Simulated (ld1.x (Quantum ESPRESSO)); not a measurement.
Ranking TM potentials for aluminium (Al)

All share these settings but for the change named:

* Element: aluminium (Al)
* Generator: ld1.x (Quantum ESPRESSO) 7.5
* Type: norm-conserving Troullier–Martins (Kleinman–Bylander form)
* Functional: BLYP
* Relativity: scalar-relativistic
* Frozen core: [Ne]
* Valence charge: 3
* Reference configuration: 3s2 3p1
* Partial waves: 3s (bound): rc 2.20 bohr; 3p (bound): rc 2.25 bohr
* Local potential: all-electron potential smoothed inside 2.10 bohr (lloc = -1)
* Core correction: a·sin(br)/r model core inside 1.20 bohr

Test errors are all-electron minus pseudo excitation energies from the reference, over 3s2 3p0; 3s1 3p0; 3s2 3p0.5; 3s2 3p1.3; 3s1 3p2; 3s0 3p3; 3s1 3p1. None of these files shows a bound ghost.

The base gives 19.2 meV.

Of 7 variants that were run, those that failed, showed a ghost or another fault, or gave nearly equal values are left out.

A variant can come out equal or close to the base, since the largest error may sit in a test that the change hardly touches while other tests move.

**Question.** Rank these variants by their largest absolute test error, smallest first.
A. all radii but the core radius scaled by about 1.11 (s 2.44, p 2.48 bohr); local potential all-electron potential smoothed inside 2.32 bohr (lloc = -1)
B. all radii but the core radius scaled by about 1.38 (s 3.04, p 3.10 bohr); local potential all-electron potential smoothed inside 2.90 bohr (lloc = -1)
C. all radii but the core radius scaled by about 0.84 (s 1.84, p 1.88 bohr); local potential all-electron potential smoothed inside 1.74 bohr (lloc = -1)
D. all radii but the core radius scaled by about 1.30 (s 2.86, p 2.92 bohr); local potential all-electron potential smoothed inside 2.74 bohr (lloc = -1)
E. all radii but the core radius scaled by about 0.77 (s 1.70, p 1.74 bohr); local potential all-electron potential smoothed inside 1.62 bohr (lloc = -1)

**Answer.** C (19.5 meV), E (22.4 meV), A (25.9 meV), D (75.7 meV), B (95.0 meV).
